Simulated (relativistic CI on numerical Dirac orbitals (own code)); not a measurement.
# Hyperfine structure of Eu55+, mass number 153

Computed by Dirac-Coulomb-Breit CI, KLI orbitals optimised for each configuration, model QED, unscaled Slater integrals (own radial code, finite nucleus).

CI space (outside the closed core 1s2): 2s2 2p4, 2s 2p5, 2p6, 2p5 3s, 2p5 3p, 2p5 3d, 2s2 2p3 3s, 2s2 2p3 3p, 2s2 2p3 3d, 2s 2p4 3s, 2s 2p4 3p, 2s 2p4 3d, 2s2 2p3 4s, 2s2 2p3 4p, 2s2 2p3 4d, 2s2 2p3 4f. Levels of other configurations are missing.

Nuclear spin I = 5/2, μ = 1.5294 μN, Q = 2.41 b (tables of Stone and Pyykkö). The electronic factors are computed for point nuclear moments, without core polarisation or the Bohr-Weisskopf and QED corrections.

```
       Level   E (Ry)  A (GHz)  B (GHz)
2s2 2p4 3P_2    0.000    298.1      182
2s2 2p4 3P_1   49.278   -181.4    -1140
2s2 2p4 1D_2   50.618    787.4    -2460
2s 2p5 3P°_2   72.951     1980    -2270
2s 2p5 1P°_1   77.907    -1359     -845
2s 2p5 3P°_1  125.509     4605     -292
```

Levels with J = 0, under 50 % of one LS term, or S terms without an open s electron are left out. Small factors come from cancelling terms and can be off by tens of per cent or more.

At this charge energies of transitions that change n are usually good to better than 1 %, and those within a shell (Δn = 0) to a few per cent.

(1) Give the hyperfine levels of 2s2 2p4 3P_2 relative to its centre of gravity.

Results:

(1) With K = F(F + 1) − I(I + 1) − J(J + 1), E = AK/2 + B[¾K(K + 1) − I(I + 1)J(J + 1)]/[2I(2I − 1)J(2J − 1)]: F = 1/2: -1959, F = 3/2: -1594, F = 5/2: -939.7, F = 7/2: 71.81, F = 9/2: 1536 GHz.

LS names give the leading component of a level, which can be under half, so a name can repeat, a term be missing and a line seem to break the LS rules.
